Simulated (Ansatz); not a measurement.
CH3AlF2O (`C[O][Al]([F])[F]`), relaxed with RKS PBE0-D4/def2-TZVP in the Gaussian-basis code of Ansatz from a PBE-D4/def2-SVP geometry. The force threshold is 0.005 eV/Å; the program also tests the step.

The species carries charge 0 and has multiplicity 1.

Start:

```xyz
8

C    -0.178   -0.425    1.218
O     0.069    0.560    0.245
Al    0.229    0.616   -1.435
F     0.537    2.080   -2.159
F     0.088   -0.739   -2.395
H    -0.365   -1.435    0.786
H    -1.067   -0.148    1.827
H     0.687   -0.509    1.912
```

```json
{"step": "1", "energy (eV)": "-15161.1367", "largest force (eV/Å)": "0.772", "largest move (Å)": "0.000"}
{"step": "2", "energy (eV)": "-15161.1795", "largest force (eV/Å)": "0.448", "largest move (Å)": "0.026"}
{"step": "3", "energy (eV)": "-15161.1922", "largest force (eV/Å)": "0.032", "largest move (Å)": "0.026"}
{"step": "4", "energy (eV)": "-15161.1923", "largest force (eV/Å)": "0.031", "largest move (Å)": "0.005"}
{"step": "5 (rejected)", "energy (eV)": "-15161.1921", "largest force (eV/Å)": "0.060", "largest move (Å)": "0.012"}
{"step": "6", "energy (eV)": "-15161.1925", "largest force (eV/Å)": "0.007", "largest move (Å)": "0.006"}
{"step": "7", "energy (eV)": "-15161.1926", "largest force (eV/Å)": "0.001", "largest move (Å)": "0.007"}
{"step": "8", "energy (eV)": "-15161.1926", "largest force (eV/Å)": "0.005", "largest move (Å)": "0.010"}
{"step": "9", "energy (eV)": "-15161.1926", "largest force (eV/Å)": "0.003", "largest move (Å)": "0.005"}
{"step": "10", "energy (eV)": "-15161.1926", "largest force (eV/Å)": "0.002", "largest move (Å)": "0.006"}
```

End:

```xyz
8

C    -0.173   -0.428    1.210
O     0.085    0.552    0.242
Al    0.224    0.616   -1.413
F     0.546    2.042   -2.141
F     0.048   -0.715   -2.352
H    -0.325   -1.420    0.771
H    -1.070   -0.161    1.775
H     0.666   -0.486    1.909
```

Hardware: 2 threads of a server CPU on a shared host. Wall time 36 s, peak host memory 0.39 GiB.
